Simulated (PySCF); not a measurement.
Si(Vi)(OH)2(OEt), SMILES C=C[Si](O)(O)OCC (C₄H₁₀O₃Si) (GFN2-xTB optimised geometry):

```
18

C     -1.340    -3.030     1.688
C     -0.996    -1.760     1.554
Si    -0.216    -1.041     0.000
O      1.412    -1.041     0.000
O     -0.614    -1.909    -1.335
O     -0.744     0.488     0.000
C     -0.230     1.598    -0.695
C     -0.790     2.876    -0.091
H     -1.203    -3.740     0.887
H     -1.773    -3.427     2.595
H     -1.157    -1.095     2.391
H      1.875    -1.838    -0.244
H     -1.532    -2.026    -1.558
H     -0.510     1.520    -1.752
H      0.863     1.589    -0.630
H     -0.505     2.946     0.955
H     -1.875     2.873    -0.154
H     -0.403     3.740    -0.626
```

Method: PBE0/def2-SVP (PySCF).

Question: What are the frontier orbital energies and the dipole moment?

Answer: HOMO-2 -8.36 eV, HOMO-1 -8.03 eV, HOMO -7.84 eV, LUMO -0.05 eV, LUMO+1 1.44 eV; dipole moment 1.10 D.

Meta-Löwdin charges at PBE0/def2-SVP: C1 -0.20, C2 -0.36, Si3 1.38, O4 -0.72, O5 -0.72, O6 -0.62, C7 0.05, C8 -0.30, H9 0.10, H10 0.10, H11 0.12, H12 0.34, H13 0.34, H14 0.09, H15 0.09, H16 0.10, H17 0.10, H18 0.10.
